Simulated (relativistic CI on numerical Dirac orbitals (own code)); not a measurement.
**One change at a time: Pb68+**

Base calculation: Dirac-Coulomb-Breit CI, separate exchange-only KLI orbitals for each configuration, a model potential for QED, unscaled Slater integrals.

Configurations in the expansion (outside the closed core [Ne]): 3s2.3p2, 3s2.3p.3d, 3s.3p3, 3s2.3d2, 3p4, 3s.3p2.3d, 3p2.3d2, 3s.3p.3d2, 3p3.3d, 3s2.3d.4s, 3s2.3d.4p, 3s.3p.3d.4s, 3s2.3p.4s, 3p3.4s, 3s.3p.3d.4p, 3p3.4p. Levels of other configurations are missing.

Variants: (1) configuration mixing switched off; (2) QED terms removed. Shifts of the energy above 3s2.3p2 3P_0, in eV, for the lowest level and the first level of each name with at least 55 % of one term (blank where a level changes its place among those of its configuration and J or its character, or is not in the variant):

```csv
Level,Base,Δ(1),Δ(2)
3s2.3p2 3P_0,0.00,0.00,0.00
3s2.3p2 3P_1,576.96,+0.47,-0.42
3s2.3p2 1D_2,587.52,+0.88,-0.41
3s2.3p.3d 3F°_2,827.75,-1.31,+1.12
3s2.3p2 3P_2,1172.96,+3.39,-0.75
3s2.3p2 1S_0,1196.34,+4.95,-0.75
3s.3p3 3D°_3,1364.82,+5.04,+5.67
3s.3p3 3P°_0,1376.76,+13.15,+5.08
3s2.3p.3d 3P°_0,1456.93,-11.44,+1.58
3s2.3p.3d 3F°_4,1550.79,+0.49,+0.38
3s.3p2.3d 5D_0,1583.78,-1.07,+7.54
3s2.3p.3d 3D°_3,1587.50,-1.80,+0.50
3s2.3p.3d 1P°_1,1599.79,-1.30,+0.49
3s.3p2.3d 3G_5,1741.14,-3.38,+7.05
```

At this charge energies of transitions that change n are usually good to better than 1 %, and those within a shell (Δn = 0) to a few per cent.

Ionisation energy from the two ground configurations alone: base 8517.75 eV. The NIST ASD value (theoretical) is 8520 eV.

LS names give the leading component of a level, which can be under half, so a name can repeat, a term be missing and a line seem to break the LS rules.
